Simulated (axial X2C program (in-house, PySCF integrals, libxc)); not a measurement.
## Nuclear properties of TcBr⁺

Calculated with an in-house all-electron X2C program for linear molecules (integrals from PySCF): two-component X2C with atomic mean-field Coulomb and Gaunt terms, Gaussian nuclei, basis Tc dyall-cv3z, Br dyall-cv3z with contracted cores.

R = 2.326 Å (near the PBE0 minimum at charge 1 of the determinant lowest at the starting distance; the state shown can have its own minimum elsewhere).

Determinant lowest in the PBE0 search, Ω = 5/2 (⟨Sz⟩ = 2.50, ⟨Lz⟩ = 0.00 at PBE0), spin on the atoms Tc 2.33, Br 0.16:

```csv
level,Eeff magnitude (GV/cm),Ws magnitude Tc (kHz),A∥/gI Tc (MHz),qzz Tc (a.u.),A∥/gI Br (MHz),qzz Br (a.u.)
PBE0,3.48,0.537,200,-1.33,-33.3,3.01
BHandHLYP,3.52,0.547,111,-1.51,-18,2.85
r2SCAN,2.92,0.44,277,-1.20,-26.9,3.15
B3LYP,3.16,0.476,249,-1.32,-34.1,2.78
```

Eeff is the effective electric field on the electron electric dipole moment in this Ω state and Ws the scalar–pseudoscalar constant of the nucleus named (defined with the proton number Z and per Ω); A∥ (defined per Ω) follows by multiplying with gI = μI/(I μN); qzz is the electric field gradient, eQq0 = 234.96 MHz × Q/barn × qzz. The operators were transformed with the bare-nucleus X2C matrices; with these basis sets, hyperfine constants and field gradients can be off by tens of per cent, and where levels differ in sign neither size nor sign is settled.

**Question.** With gI(79Br) = 1.4043, Q(79Br) = 0.3087 barn (g factors from the IAEA table of nuclear moments by Stone; Q from Pyykkö, Mol. Phys. 2018), turn the PBE0 values of the first state into constants in MHz.

**Answer.** A∥(79Br) = -33.3 × 1.4043 = -46.8 MHz; eQq0(79Br) = 234.96 × (0.3087) × (3.01) = 218 MHz.

Each state is one determinant with collinear spin, which with several unpaired electrons need not be a pure state. This is the top spin component of a Σ state; components of lower Ω are not single determinants and can lie lower. With several open shells hyperfine constants can be off by a factor of several. Left out as unconverged or as another state under the same occupation: HF in at least one table. The search compared states at one distance, so a state with another bond length can lie lower. Further determinants of the search, some of them spin-mixed, are not shown. Where a field gradient or hyperfine factor spreads by more than a factor of two over the levels, a constant derived from it is not to be relied on.
